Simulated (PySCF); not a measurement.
The numbers are results of PBE-D3(BJ)/def2-TZVP // r2SCAN-D4/def2-SVP (PySCF), not measurements. Gas-phase values, no solvent. One relaxed conformer stands for a flexible species; it need not be the lowest. Excitations are Tamm–Dancoff values on a coarser integration grid. The basis has no diffuse functions, so Rydberg states are missing or too high.

Reference species (SMILES): `[SiH3][GeH2][SiH3]` (neutral, multiplicity 1).

```yaml
S1–T1 gap (TDA): 0.93 eV
LUMO: -0.92 eV
HOMO–LUMO gap: 5.97 eV
```

Changed species: `[SiH3][GeH2][GeH2][GeH2][GeH2][GeH2][GeH2][GeH2][SiH3]` (n = 7; the reference has n = 1).

Question: Predict the effect on the S1–T1 gap (TDA), LUMO and HOMO–LUMO gap.

Answer: the S1–T1 gap (TDA) falls by 0.32 eV, to 0.61 eV; the LUMO falls by 1.01 eV, to -1.93 eV; the HOMO–LUMO gap falls by 1.88 eV, to 4.09 eV.
